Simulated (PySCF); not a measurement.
# How methods differ on the interval between two levels of N⁺

N⁺ [He] 2s2 2p2 [3P2, M_J = 2] → N⁺ [He] 2s2 2p1 3d1 [3F4, M_J = 4], as a difference of total energies. All numbers are calculated (PySCF 2.14, the two-component X2C-1e Hamiltonian, in x2c-TZVPall-2c with one added diffuse shell each of s, p, d type (6s4p3d1f, 40 functions)). Correlated levels: 1s2 frozen. "Screened" scales the spin-orbit matrix elements by Boettger's factors to mimic the two-electron term; Breit and QED terms are absent.

```tsv
method	interval between two levels (cm⁻¹)
GHF (spin-free)	194910
GMP2 (spin-free)	197310
GHF (screened spin-orbit)	194920
GMP2 (screened spin-orbit)	197320
```

Errors of the correlated levels include the incompleteness of this basis and the frozen core.

The labels give the starting determinants; with spin-orbit coupling the two ends relaxed to ⟨J²⟩ = 6.01, ⟨L²⟩ = 2.00, ⟨S²⟩ = 2.00 and ⟨J²⟩ = 20.01, ⟨L²⟩ = 12.00, ⟨S²⟩ = 2.00.

The promoted electron is Rydberg-like, and one or two diffuse shells describe it only roughly, which tends to raise the upper state.

For comparison: 186520 cm⁻¹ (measured; NIST Handbook of Basic Atomic Spectroscopic Data (Sansonetti and Martin, J. Phys. Chem. Ref. Data 34, 1559 (2005))).
